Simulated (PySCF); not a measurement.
Ions at one geometry of YbH2

PySCF 2.14.0, RKS PBE0, Yb def2-SVP with ECP28, H def2-SVP; non-relativistic Hamiltonian with scalar-relativistic core potentials where named; density fitting; no spin-orbit coupling; singlets restricted, open shells unrestricted. The geometry is relaxed for charge 0, singlet, vacuum:

```xyz
3

Yb    0.0000    0.0000    0.0160
H     1.8680    0.0000    0.9144
H    -1.8680    0.0000    0.9144
```

Energies count from the relaxed state; an electron taken off or put on is at rest in vacuum. Charges and spins are Mulliken's.

```json
{"state": "charge 0, singlet, vacuum", "energy (eV)": "0.00", "spin squared": "0.00", "charge on Yb1 (e)": "0.65", "spin on Yb1 (e)": "0.00", "dipole about the centre of mass (D)": "5.08"}
{"state": "charge +1, doublet, vacuum", "energy (eV)": "7.63", "spin squared": "0.78", "charge on Yb1 (e)": "1.11", "spin on Yb1 (e)": "0.10", "dipole about the centre of mass (D)": "2.22"}
```

Task: What does the state charge -1, doublet, vacuum give?

Result: energy (eV) -0.47, spin squared 0.75, charge on Yb1 (e) -0.20, spin on Yb1 (e) 0.90, dipole about the centre of mass (D) 1.05.

With an electron taken off (doublet) the charges change, summed by element, by Yb +0.46 e, H +0.54 e. The vertical ionisation energy is 7.63 eV, against −ε(HOMO) = 5.47 eV of the relaxed state. The level lies 2.2 eV too high, as is usual for semilocal functionals and global hybrids, which keep a self-interaction error.

With an electron put on (doublet) the charges change, summed by element, by Yb -0.84 e, H -0.16 e. The vertical electron affinity is 0.47 eV, against −ε(LUMO) = 1.67 eV of the relaxed state. The basis has no diffuse functions, which an added electron needs. The added electron's level lies above zero.

Open shells may have lower solutions than those found.
